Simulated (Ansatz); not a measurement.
Consider the hydrogenolysis of a B–Sn bond: `C[B]([SiH3])[SnH3]` + H₂ → `CB[SiH3]` + `[SnH4]`.

Calculated with Ansatz (gas phase, PBE0-D4/def2-TZVP geometries, no zero-point term in ΔE). CCSD(T)/CBS adds triple-zeta CCSD(T) − MP2 to the extrapolated MP2 energy (def2 sets, frozen cores). This one scheme is used for every species. Functionals use def2-TZVPP. def2 core potentials past Kr. For Sn outer-core shells are correlated without core-valence functions, which leaves a few kJ/mol of doubt a bond.

| level | ΔE (kJ/mol) |
| --- | --- |
| PBE-D4 | -11.5 |
| r2SCAN-D4 | -18.0 |
| ωB97M-V | -24.9 |
| PBE | -19.9 |
| CCSD/def2-TZVPP | -26.5 |
| SCS-MP2/def2-QZVPP | -18.2 |
| HF/CBS(def2) | -57.2 |
| MP2/CBS(def2) | -4.9 |

Q: What does CCSD(T)/CBS give? (An estimate is asked.)

A: Computed: -12.2 kJ/mol. The listed levels differ from it by 0.7, -5.8, -12.7, -7.7, -14.3, -6.0, -45.0, 7.3 kJ/mol.

Largest T1 diagnostic among the species: 0.014.

In def2-TZVPP, CCSD(T) changes the Hartree–Fock value by +37.0 kJ/mol (the triples alone add +6.4 kJ/mol) and MP2 by +44.2 kJ/mol. From PBE to PBE0 (25 % exact exchange), in def2-TZVPP and without D4, ΔE moves by −5.9 kJ/mol.
